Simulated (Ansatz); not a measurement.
Geometry optimisation, RKS revPBE/6-31G* (Ansatz 0.2.0).

Input:

```yaml
crystal:
  periodic: [false, false, false]
  atoms:
    - { symbol: "N", position_ang: [-0.6119, 2.5937, 0.7237] }
    - { symbol: C, position_ang: [0.2108, 1.8906, 0.5584] }
    - { symbol: S, position_ang: [1.4287, 0.7886, 0.3126] }
    - { symbol: Si, position_ang: [0.3727, -0.956, 0.0278] }
    - { symbol: O, position_ang: [-0.5237, -0.8281, -1.414] }
    - { symbol: H, position_ang: [-0.6805, -1.0956, 1.1293] }
    - { symbol: H, position_ang: [1.2139, -2.1464, -0.026] }
    - { symbol: H, position_ang: [-1.3179, -0.3038, -1.3675] }
basis:
  gaussian: { orbitals: "6-31G*" }
hamiltonian:
  xc: revpbe
relax:
  f_tol: 0.015
  max_steps: 40
```

Run as:

```bash
$ ansatz run input.yaml --threads 1 --pin off --max-ram 2048MiB --backend cpu --events-out ev --progress --plain --runs-dir out
```

Question: Where does it end, and by what steps?

Answer: The forces met the threshold. After 7 steps the energy has fallen by 0.908 eV; O5 moved furthest, 0.14 Å. The start is strongly strained (largest force component 9 eV/Å).

```tsv
step	energy less start (eV)	largest force component (eV/Å)	accepted
0	0.0000	9.403	yes
1	-0.8508	1.064	yes
2	-0.8931	0.696	yes
3	-0.9043	0.311	yes
4	-0.9075	0.048	yes
5	-0.9079	0.045	yes
6	-0.9083	0.024	yes
7	-0.9084	0.010	yes
```

```xyz
8
Properties=species:S:1:pos:R:3
N -0.648 2.654 0.760
C 0.244 1.893 0.602
S 1.531 0.794 0.356
Si 0.253 -0.979 0.017
O -0.573 -0.958 -1.433
H -0.654 -1.060 1.204
H 1.247 -2.085 -0.073
H -1.308 -0.315 -1.489
```

Run time: 32 s on 1 thread of Arm Neoverse V2, on a shared host, peak memory 0.17 GiB.
